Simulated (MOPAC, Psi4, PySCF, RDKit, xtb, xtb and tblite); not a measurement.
Two geometries of SMILES CCCCC#N (C₅H₉N), relaxed at GFN2-xTB with one dihedral held; other torsions can differ between them too.

Structure A

```
15

C      2.1310     0.2317     0.2364
C      0.6653     0.5036    -0.0880
C     -0.2167    -0.7397    -0.3443
C      0.4880    -2.1012    -0.2419
C      1.3901    -2.3292    -1.3413
N      2.0856    -2.5193    -2.2289
H      2.2398    -0.3083     1.1746
H      2.6114    -0.3361    -0.5560
H      2.6557     1.1793     0.3380
H      0.6338     1.1407    -0.9738
H      0.2333     1.0783     0.7338
H     -1.0353    -0.7504     0.3787
H     -0.6660    -0.6669    -1.3367
H     -0.2659    -2.8945    -0.2710
H      1.0393    -2.1907     0.6962
```

Structure B

```
15

C      2.1160     0.0859     0.0857
C      0.6699     0.5279    -0.1060
C     -0.2797    -0.6659    -0.3086
C     -1.3707    -0.7389     0.7689
C     -0.7899    -0.9254     2.0741
N     -0.3131    -1.0773     3.1019
H      2.2020    -0.5513     0.9631
H      2.4673    -0.4670    -0.7831
H      2.7614     0.9497     0.2260
H      0.6122     1.1980    -0.9660
H      0.3625     1.0991     0.7725
H     -0.7698    -0.6022    -1.2818
H      0.2928    -1.5954    -0.2897
H     -2.0450    -1.5778     0.5720
H     -1.9595     0.1830     0.7778
```

Which is lower in energy at the level Psi4 with wB97X-D/def2-TZVP // GFN2-xTB, and by how much?

B is lower, by 2.61 kcal/mol (dihedral C1–C2–C3–C4: 0° in A, 120° in B).

E(B) − E(A) in kcal/mol at the other levels, on the same two geometries: GFN2-xTB (xtb and tblite) -2.29; MMFF94 // GFN2-xTB (RDKit) -3.11; PBE/def2-TZVP // GFN2-xTB (Psi4) -2.74; PBE-D3(BJ)/def2-TZVP // GFN2-xTB (Psi4) -2.49; UFF // GFN2-xTB (RDKit) -5.50; PM7, restricted, heats of formation // GFN2-xTB (MOPAC) -2.40; PM6, restricted, heats of formation // GFN2-xTB (MOPAC) -2.14; GFN1-xTB // GFN2-xTB (xtb) -1.58; restricted B3LYP/6-31G*, spherical d, density fitting // GFN2-xTB (PySCF) -2.85; restricted Hartree-Fock/3-21G // GFN2-xTB (PySCF) -3.30; restricted B3LYP/6-311+G**, spherical d, density fitting // GFN2-xTB (PySCF) -2.97; restricted Hartree-Fock/STO-3G // GFN2-xTB (PySCF) -2.92.
